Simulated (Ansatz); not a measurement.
Total energies of Si(OH)2Cl2 (SiCl₂O₂H₂) from Ansatz at PBE-D4/def2-TZVPD, gas phase (1 Eh = 27.2114 eV = 2625.5 kJ/mol). The reference geometry is relaxed at r2SCAN-D4/def2-SVP.

```
atom   x (Å)   y (Å)   z (Å)
 Si1   0.027   0.002  -0.104
  O2  -0.685  -1.230   0.700
  H3  -0.558  -2.119   0.349
  O4   0.245   1.197   0.988
  H5   0.297   2.100   0.653
 Cl6  -1.132   0.689  -1.663
 Cl7   1.806  -0.639  -0.923
```

```tsv
state	geometry	energy (Eh)
charge 0 singlet	reference	-1361.19797
charge -1 doublet	reference	-1361.18889
free Si atom (triplet)	–	-289.22297
free O atom (triplet)	–	-75.01069
free H atom (doublet)	–	-0.49962
free Cl atom (doublet)	–	-459.95933
```

Problem. Work out the vertical electron affinity, to the doublet.

Solution. E(charge 0 singlet) − E(charge -1 doublet) = -1361.19797 − (-1361.18889) = -0.00908 Eh = -0.25 eV; negative, so the extra electron isn't bound.

Problem. What is the binding energy per atom against free atoms?

Solution. Atoms: 1 × (-289.22297) + 2 × (-75.01069) + 2 × (-0.49962) + 2 × (-459.95933) = -1360.16225 Eh. Binding: -1360.16225 − (-1361.19797) = 1.03572 Eh = 28.18 eV, or 4.03 eV for each of 7 atoms (no zero-point energy, no counterpoise term).

At PBE-D4/def2-TZVPD the highest occupied level of the charge -1 doublet lies above zero (up to 1.76 eV). By energy differences it is unbound by 0.25 eV (vertical, against the charge 0 singlet, at PBE-D4/def2-TZVPD) and held by the finite basis.
